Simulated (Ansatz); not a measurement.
`C[O][Al]([F])[SiH3]` → `C[O][AlH][F]` + `[SiH2]` at 400 K and 1 bar (silylene loss).

Computed with Ansatz on PBE0-D4/def2-TZVP structures; ΔE is electronic, products minus reactants. CBS: MP2 limit from def2 TZ/QZ plus the TZ coupled-cluster correction, frozen cores. This one scheme is used for every species. Each species was taken in one conformer, which may not be the lowest.

```tsv
species	CCSD(T)/CBS energy (Eh)	H − E (kJ/mol)	S (J/(mol·K))
`C[O][Al]([F])[SiH3]`	-747.83712	221.2	435.9
`C[O][AlH][F]`	-457.55503	162.8	350.5
`[SiH2]`	-290.19011	44.2	218.1
```

H − E and S are ideal-gas, rigid-rotor, harmonic terms from PBE0-D4/def2-TZVP, for one conformer and one mirror image of each species. 1 Eh = 2625.50 kJ/mol, R = 8.31446 J/(mol·K).

By hand: ΔE, ΔH, ΔS and ΔG.

ΔE = (-457.55503) + (-290.19011) − (-747.83712) = 0.09198 Eh = 241.5 kJ/mol. Δ(H − E) = 162.8 + 44.2 − 221.2 = -14.2, so ΔH = 227.3 kJ/mol. ΔS = 350.5 + 218.1 − 435.9 = 132.7 J/(mol·K). ΔG = 227.3 − 400 × (132.7)/1000 = 174.2 kJ/mol.

By hand: the equilibrium constant, and the temperature at which ΔG would vanish if ΔH and ΔS stayed fixed.

log₁₀ K = −ΔG/(RT ln 10) = -22.7. ΔG = 0 at ΔH/ΔS = 1713 K.

The number of gas molecules changes by +1, which sets the sign of ΔS. A doubt of 5 kJ/mol in ΔE shifts log₁₀ K by 0.7 here. Other conformers and mirror images would add mixing entropy, several J/(mol·K) or more a flexible species. Modes under 60 cm⁻¹, often nearly free rotors, make the harmonic entropy too high. These are equilibria of isolated gas molecules and say nothing of rates. Largest T1 diagnostic: 0.014 (customary marks: 0.02 for closed shells, 0.045 for open ones).
